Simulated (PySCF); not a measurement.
# Two-component Hartree-Fock for Ba⁺ (barium, charge +1)

Start: [Xe] 5d1; 5d5/2 filled at m_j = +5/2. Calculated with PySCF 2.14 in x2c-TZVPall-2c with one added diffuse shell each of s, p, d type (12s12p10d1f, 105 functions): generalised Hartree-Fock with the X2C-1e Hamiltonian and a Gaussian nucleus; spin-orbit coupling (SO) screened by Boettger's factors. This is a chosen level, not necessarily the ground level.

```
spinor shell  electrons  ε, screened SO (eV)  weight of nominal j (screened SO)  rms radius, screened SO (bohr)
       1s1/2          2             -37623.8                              1.000                          0.0292
       2s1/2          2              -6055.8                              1.000                           0.119
       2p1/2          2              -5691.5                              1.000                           0.102
       2p3/2          4              -5306.5                              1.000                           0.108
       3s1/2          2              -1326.4                              1.000                           0.311
       3p1/2          2              -1172.3                              1.000                           0.303
       3p3/2          4              -1095.8                              1.000                           0.315
       3d3/2          4              -827.84                              1.000                           0.287
       3d5/2          6              -811.78                              1.000                           0.290
       4s1/2          2              -282.37                              1.000                           0.715
       4p1/2          2              -223.88                              1.000                           0.744
       4p3/2          4              -207.82                              1.000                           0.770
       4d3/2          4              -109.99                              1.000                           0.856
       4d5/2          6              -107.25                              1.000                           0.866
       5s1/2          2              -46.984                              1.000                            1.77
       5p1/2          2              -29.538                              0.987                            2.00
       5p3/2          4              -27.526                              0.994                            2.09
       5d5/2          1               -8.732                              1.000                            3.64
```

```
   quantity  screened SO
E (hartree)  -8133.07679
        M_J          5/2
       ⟨J²⟩        8.758
       ⟨L²⟩        6.043
       ⟨S²⟩        0.790
```

Each row is a mean over spinors that exchange with the open shell spreads, by up to 1.661 eV (5p3/2).

Breit and QED terms are absent; they matter most for the inner s and p1/2 levels.

Densities and radii are taken from the X2C orbitals without a picture-change correction, which distorts them close to the nucleus.
